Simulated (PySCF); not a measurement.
## Multinuclear NMR of C7H4F2O

Atom-mapped SMILES (the numbers label the heavy atoms): `[O:1]=[c:2]1[cH:3][cH:4][cH:5][c:6]([F:7])[c:8]([F:9])[cH:10]1`; H(Xn) means a hydrogen on atom n.

- shieldings: GIAO PBE0/pcSseg-1
- geometry: GFN2-xTB
- program: PySCF
- isolated molecule, non-relativistic, one computed conformer

Question: Where does ¹⁹F resonate?

Answer: 
```csv
atoms,environment,σ (ppm),δ (ppm)
F7,fluorine on an unsaturated ring,276.5,-103.5
F9,fluorine on an unsaturated ring,284.0,-110.3
```

Shieldings were converted by a linear fit to measured shifts: ¹⁹F: δ = 146.13 − 0.903σ +14.6 on sp3 carbon (rms 6.0 ppm, 223 shifts, 7.0 ppm with the 5 outliers that the fit left out vs CFCl3, solution or neat liquid). A few per cent of atoms miss by over 2 rms, more outside the fitted compound classes.

On a 400 MHz spectrometer ¹⁹F resonates near 376.4 MHz, so 1 ppm is 376.4 Hz.

Question: What are the ¹⁷O shifts?

Answer: 
```json
{"atoms": "O1", "environment": "carbonyl oxygen", "σ (ppm)": "-277.8", "δ (ppm)": "519.8"}
```

Shieldings were converted by a linear fit to measured shifts: ¹⁷O (scatter 10.7 ppm rms, 12.2 ppm with the 3 outliers that the fit left out vs liquid water, solution or neat liquid). A few per cent of atoms miss by over 2 rms, more outside the fitted compound classes.

On a 500 MHz spectrometer ¹⁷O resonates near 67.8 MHz, so 1 ppm is 67.8 Hz.
